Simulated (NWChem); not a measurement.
System: tert-butanol (C$_{4}$H$_{10}$O); SMILES CC(O)(C)C

Here is an NWChem input.

```
start job
memory heap 200 mb stack 900 mb global 1100 mb
geometry units angstroms noautosym nocenter noautoz
  C      0.424447    -0.739285    -1.257689
  C     -0.015932     0.009363     0.000000
  C      0.424447    -0.739285     1.257689
  C      0.530143     1.430469     0.000000
  O     -1.428590     0.152221     0.000000
  H      1.520584    -0.818902    -1.322816
  H      0.056606    -0.219218    -2.154749
  H      0.015489    -1.763702    -1.264900
  H      0.056606    -0.219218     2.154749
  H      1.520584    -0.818902     1.322816
  H      0.015489    -1.763702     1.264900
  H      1.630014     1.434307     0.000000
  H      0.174734     1.970884    -0.889801
  H      0.174734     1.970884     0.889801
  H     -1.811353    -0.732065     0.000000
end
basis spherical
  C library 6-31g*
  O library 6-31g*
  H library 6-31g*
end
dft
  xc pbe0
  iterations 150
end
property
  efieldgrad
end
task dft property
```

NWChem printed, in part:

```
             Northwest Computational Chemistry Package (NWChem) 7.3.0
             --------------------------------------------------------

                             Geometry "geometry" -> ""
                             -------------------------

 Output coordinates in angstroms (scale by  1.889725989 to convert to a.u.)

  No.       Tag          Charge          X              Y              Z
 ---- ---------------- ---------- -------------- -------------- --------------
    1 C                    6.0000     0.42444700    -0.73928500    -1.25768900
    2 C                    6.0000    -0.01593200     0.00936300     0.00000000
    3 C                    6.0000     0.42444700    -0.73928500     1.25768900
    4 C                    6.0000     0.53014300     1.43046900     0.00000000
    5 O                    8.0000    -1.42859000     0.15222100     0.00000000
    6 H                    1.0000     1.52058400    -0.81890200    -1.32281600
    7 H                    1.0000     0.05660600    -0.21921800    -2.15474900
    8 H                    1.0000     0.01548900    -1.76370200    -1.26490000
    9 H                    1.0000     0.05660600    -0.21921800     2.15474900
   10 H                    1.0000     1.52058400    -0.81890200     1.32281600
   11 H                    1.0000     0.01548900    -1.76370200     1.26490000
   12 H                    1.0000     1.63001400     1.43430700     0.00000000
   13 H                    1.0000     0.17473400     1.97088400    -0.88980100
   14 H                    1.0000     0.17473400     1.97088400     0.88980100
   15 H                    1.0000    -1.81135300    -0.73206500     0.00000000

 Effective nuclear repulsion energy (a.u.)     199.7215891321

                              NWChem Property Module
                              ----------------------

  itol2e modified to match energy
  convergence criterion.

                                 NWChem DFT Module
                                 -----------------

 Summary of "ao basis" -> "ao basis" (spherical)
 ------------------------------------------------------------------------------
       Tag                 Description            Shells   Functions and Types
 ---------------- ------------------------------  ------  ---------------------
 C                           6-31g*                  6       14   3s2p1d
 O                           6-31g*                  6       14   3s2p1d
 H                           6-31g*                  2        2   2s

  itol2e modified to match energy
  convergence criterion.

            General Information
            -------------------
          SCF calculation type: DFT
          Wavefunction type:  closed shell.
          No. of atoms     :    15
          No. of electrons :    42
           Alpha electrons :    21
            Beta electrons :    21
          Charge           :     0
          Spin multiplicity:     1
          Use of symmetry is: off; symmetry adaption is: off
          Maximum number of iterations: 150
          AO basis - number of functions:    90
                     number of shells:    50
          Convergence on energy requested:  1.00D-07
          Convergence on density requested:  1.00D-05
          Convergence on gradient requested:  5.00D-04

              XC Information
              --------------
                         PBE0 Method XC Functional
                     Hartree-Fock (Exact) Exchange  0.250
          PerdewBurkeErnzerhof Exchange Functional  0.750
            Perdew 1991 LDA Correlation Functional  1.000 local
           PerdewBurkeErnz. Correlation Functional  1.000 non-local

             Grid Information
             ----------------
          Grid used for XC integration:  fine
          Radial quadrature: Mura-Knowles
          Angular quadrature: Lebedev.
          Tag              B.-S. Rad. Rad. Pts. Rad. Cut. Ang. Pts.
          ---              ---------- --------- --------- ---------
          C                   0.70       70          10.0       590
          O                   0.60       70           9.0       590
          H                   0.35       60          11.0       590
          Grid pruning is: on
          Number of quadrature shells:   950
          Spatial weights used:  Erf1

      Superposition of Atomic Density Guess
      -------------------------------------

 Sum of atomic energies:        -230.37769422

      Non-variational initial energy
      ------------------------------

 Total energy =    -233.561644
 1-e energy   =    -706.230149
 2-e energy   =     272.946916
 HOMO         =      -0.345619
 LUMO         =       0.108685

   convergence    iter        energy       DeltaE   RMS-Dens  Diis-err
 ---------------- ----- ----------------- --------- --------- ---------
 d= 0,ls=0.0,diis     1   -233.3174360333 -4.33D+02  1.03D-02  6.09D-01
 d= 0,ls=0.0,diis     2   -233.3319237119 -1.45D-02  5.95D-03  5.76D-01
 d= 0,ls=0.0,diis     3   -233.3829630193 -5.10D-02  1.25D-03  4.04D-02
 d= 0,ls=0.0,diis     4   -233.3865629006 -3.60D-03  3.14D-04  1.52D-03
 d= 0,ls=0.0,diis     5   -233.3867255353 -1.63D-04  7.65D-05  1.07D-04
  Resetting Diis
 d= 0,ls=0.0,diis     6   -233.3867383223 -1.28D-05  1.40D-05  1.32D-06
 d= 0,ls=0.0,diis     7   -233.3867384559 -1.34D-07  8.20D-06  2.30D-07
 d= 0,ls=0.0,diis     8   -233.3867384485  7.31D-09  4.48D-06  2.90D-07

         Total DFT energy =     -233.386738448546
      One electron energy =     -711.371324426650
           Coulomb energy =      312.057568383733
    Exchange-Corr. energy =      -33.794571537709
 Nuclear repulsion energy =      199.721589132080

 Numeric. integr. density =       42.000009545224

                       DFT Final Molecular Orbital Analysis
                       ------------------------------------

 Vector   19  Occ=2.000000D+00  E=-3.527233D-01
              MO Center=  1.1D-01,  1.4D-01, -2.2D-09, r^2= 3.6D+00
   Bfn.  Coefficient  Atom+Function         Bfn.  Coefficient  Atom+Function
  ----- ------------  ---------------      ----- ------------  ---------------
    19     -0.245695   2 C  pz                5      0.235945   1 C  pz
    33      0.235945   3 C  pz               61     -0.225163   5 O  pz
    47      0.214550   4 C  pz               65     -0.159383   5 O  pz
    73     -0.137008   7 H  s                77      0.137008   9 H  s
     9      0.133776   1 C  pz               37      0.133776   3 C  pz

[...]

          -----------------------
          Electric field gradient
          -----------------------

 1 a.u. = 0.324123 10**(16) esu/cm**3  ( or statvolts/cm**2 ) = 0.97174 10**(22) v/m**2

 ------------------------------------------------------------
   Atom      X         Y         Z
 ------------------------------------------------------------
    1 C    0.80209  -1.39705  -2.37669
 ------------------------------------------------------------

 Electric field gradient in molecular frame (a.u.)
         XX             YY             ZZ             XY             XZ             YZ
 ------------------------------------------------------------------------------------------
        0.008350      -0.007238      -0.001111      -0.014062       0.002851      -0.014759

 Principal components (a.u.) and orientation
 of principal axis w.r.t. absolute frame                      Asymmetry parameter eta
 --------------------------------------------------------------------------------------
       -0.022324       0.021726       0.000597                       0.946486

        0.318119       0.690424      -0.649704
        0.797733      -0.565239      -0.210066
        0.512272       0.451464       0.730587

 ------------------------------------------------------------
   Atom      X         Y         Z
 ------------------------------------------------------------
    2 C   -0.03011   0.01769   0.00000
 ------------------------------------------------------------

 Electric field gradient in molecular frame (a.u.)
         XX             YY             ZZ             XY             XZ             YZ
 ------------------------------------------------------------------------------------------
       -0.288945       0.156257       0.132689       0.033412      -0.000000       0.000000

 Principal components (a.u.) and orientation
 of principal axis w.r.t. absolute frame                      Asymmetry parameter eta
 --------------------------------------------------------------------------------------
       -0.291439       0.158750       0.132689                       0.089423

        0.997227       0.074425      -0.000000
       -0.074425       0.997227      -0.000000
        0.000000       0.000000       1.000000

 ------------------------------------------------------------
   Atom      X         Y         Z
 ------------------------------------------------------------
    3 C    0.80209  -1.39705   2.37669
 ------------------------------------------------------------

 Electric field gradient in molecular frame (a.u.)
         XX             YY             ZZ             XY             XZ             YZ
 ------------------------------------------------------------------------------------------
        0.008350      -0.007238      -0.001111      -0.014062      -0.002851       0.014759

 Principal components (a.u.) and orientation
 of principal axis w.r.t. absolute frame                      Asymmetry parameter eta
 --------------------------------------------------------------------------------------
       -0.022324       0.021726       0.000597                       0.946486

        0.318119       0.690424       0.649704
        0.797733      -0.565239       0.210066
       -0.512272      -0.451464       0.730587

 ------------------------------------------------------------
   Atom      X         Y         Z
 ------------------------------------------------------------
    4 C    1.00183   2.70319   0.00000
 ------------------------------------------------------------

 Electric field gradient in molecular frame (a.u.)
         XX             YY             ZZ             XY             XZ             YZ
 ------------------------------------------------------------------------------------------
        0.008314      -0.034042       0.025727      -0.012660      -0.000000       0.000000

 Principal components (a.u.) and orientation
 of principal axis w.r.t. absolute frame                      Asymmetry parameter eta
 --------------------------------------------------------------------------------------
       -0.037537       0.025727       0.011810                       0.370754

        0.266157      -0.000000       0.963930
        0.963930       0.000000      -0.266157
       -0.000000       1.000000       0.000000

 ------------------------------------------------------------
   Atom      X         Y         Z
 ------------------------------------------------------------
    5 O   -2.69964   0.28766   0.00000
 ------------------------------------------------------------

 Electric field gradient in molecular frame (a.u.)
         XX             YY             ZZ             XY             XZ             YZ
 ------------------------------------------------------------------------------------------
       -1.311291      -0.513236       1.824528      -0.653633       0.000000      -0.000000

 Principal components (a.u.) and orientation
 of principal axis w.r.t. absolute frame                      Asymmetry parameter eta
 --------------------------------------------------------------------------------------
        1.824528      -1.678070      -0.146458                       0.839457

        0.000000       0.872082      -0.489359
       -0.000000       0.489359       0.872082
        1.000000      -0.000000       0.000000

 ------------------------------------------------------------
   Atom      X         Y         Z
 ------------------------------------------------------------
    6 H    2.87349  -1.54750  -2.49976
 ------------------------------------------------------------

 Electric field gradient in molecular frame (a.u.)
         XX             YY             ZZ             XY             XZ             YZ
 ------------------------------------------------------------------------------------------
       -0.280701       0.141046       0.139655       0.029795       0.023337      -0.004577

 Principal components (a.u.) and orientation
 of principal axis w.r.t. absolute frame                      Asymmetry parameter eta
 --------------------------------------------------------------------------------------
       -0.284110       0.145174       0.138936                       0.021959

        0.995968       0.026213       0.085796
       -0.070397       0.821177       0.566314
       -0.055609      -0.570071       0.819712

 ------------------------------------------------------------
   Atom      X         Y         Z
 ------------------------------------------------------------
    7 H    0.10697  -0.41426  -4.07189
 ------------------------------------------------------------

 Electric field gradient in molecular frame (a.u.)
         XX             YY             ZZ             XY             XZ             YZ
 ------------------------------------------------------------------------------------------
        0.097695       0.044321      -0.142016       0.067682      -0.116118       0.163523

 Principal components (a.u.) and orientation
 of principal axis w.r.t. absolute frame                      Asymmetry parameter eta
 --------------------------------------------------------------------------------------
       -0.284334       0.144984       0.139350                       0.019814

        0.331873       0.942938      -0.026986
       -0.474110       0.191461       0.859396
        0.815524      -0.272416       0.510598

 ------------------------------------------------------------
   Atom      X         Y         Z
 ------------------------------------------------------------
    8 H    0.02927  -3.33291  -2.39031
 ------------------------------------------------------------

 Electric field gradient in molecular frame (a.u.)
         XX             YY             ZZ             XY             XZ             YZ
 ------------------------------------------------------------------------------------------
        0.082154      -0.221328       0.139173      -0.147223       0.004070      -0.001753

 Principal components (a.u.) and orientation
 of principal axis w.r.t. absolute frame                      Asymmetry parameter eta
 --------------------------------------------------------------------------------------
       -0.281011       0.145132       0.135879                       0.032927

        0.375691       0.743634      -0.553050
        0.926745      -0.301606       0.224003
        0.000226       0.596692       0.802470

 ------------------------------------------------------------
   Atom      X         Y         Z
 ------------------------------------------------------------
    9 H    0.10697  -0.41426   4.07189
 ------------------------------------------------------------

 Electric field gradient in molecular frame (a.u.)
         XX             YY             ZZ             XY             XZ             YZ
 ------------------------------------------------------------------------------------------
        0.097695       0.044321      -0.142016       0.067682       0.116118      -0.163523

 Principal components (a.u.) and orientation
 of principal axis w.r.t. absolute frame                      Asymmetry parameter eta
 --------------------------------------------------------------------------------------
       -0.284334       0.144984       0.139350                       0.019814

       -0.331873       0.942938      -0.026986
        0.474110       0.191461       0.859396
        0.815524       0.272416      -0.510598

[...]
```

Level: PBE0/6-31G* (spherical d). Geometry: optimised at PBE0/def2-SVP. NWChem prints the field gradient with the sign opposite to the second derivative of the potential.
